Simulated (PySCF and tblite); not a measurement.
Results of a calculation; reference values are marked as such.
2 regioisomers of C₆H₆O₂S:

```
isomer                                                   SMILES
     A  [CH3:1][O:2][C:3](=[O:4])[c:5]1[cH:6][cH:7][cH:8][s:9]1
     B  [CH3:1][O:2][C:3](=[O:4])[c:5]1[cH:6][cH:7][s:8][cH:9]1
```

Each isomer is a Boltzmann average at 298.15 K over at most 4 conformers: GFN2-xTB geometries, energies B3LYP/def2-SVP (IEF-PCM, water) (D3(BJ) added where defined), GIAO shieldings KT3/pcSseg-1 (IEF-PCM, water), GFN2-xTB thermal terms. Programs: PySCF with density fitting and tblite.

Problem. What shifts does each isomer give (ppm)?

Solution. 
A: ¹H (against TMS): 7.91 (H6, 1H), 7.58 (H8, 1H), 7.39 (H7, 1H), 4.14 (H1, 3H). ¹³C (against TMS): 158.3 (C3), 131.7 (C8), 130.2 (C5), 128.3 (C6), 123.3 (C7), 54.1 (C1).

B: ¹H (against TMS): 7.98 (H9, 1H), 7.64 (H6, 1H), 7.27 (H7, 1H), 4.16 (H1, 3H). ¹³C (against TMS): 158.9 (C3), 130.6 (C9), 127.6 (C5), 123.3 (C7), 122.3 (C6), 54.0 (C1).

Shifts are unscaled: against experiment ¹³C can be off by 15 ppm or more and ¹H by 0.8 ppm. The minima are those of GFN2-xTB; planar forms about aryl–S or allylic bonds may be saddles in DFT.
